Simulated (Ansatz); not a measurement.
Ansatz results at the PBE0-D4/def2-TZVP geometry: HOMO energy (ωB97M-V/def2-TZVPP) -8.36 eV; ideal-gas entropy at 298 K and 1 bar (rigid rotor, harmonic PBE0-D4/def2-TZVP) 367 J/(mol·K); size of the dipole moment (ωB97M-V/def2-TZVPP) 2.01 D.

Each molecule was computed in one conformer, which needn't be the lowest.

(1) Which molecule gave them?
A. `C[N](C)[ZnH]`
B. `C[N](C)[Zn][Cl]`
C. `C[S][Zn][S]C`
D. `[SH][Zn][Cl]`

Results:

(1) B. The others give `[SH][Zn][Cl]`: -9.92, 306, 1.18; `C[S][Zn][S]C`: -8.97, 405, 1.82; `C[N](C)[ZnH]`: -7.99, 324, 0.20.
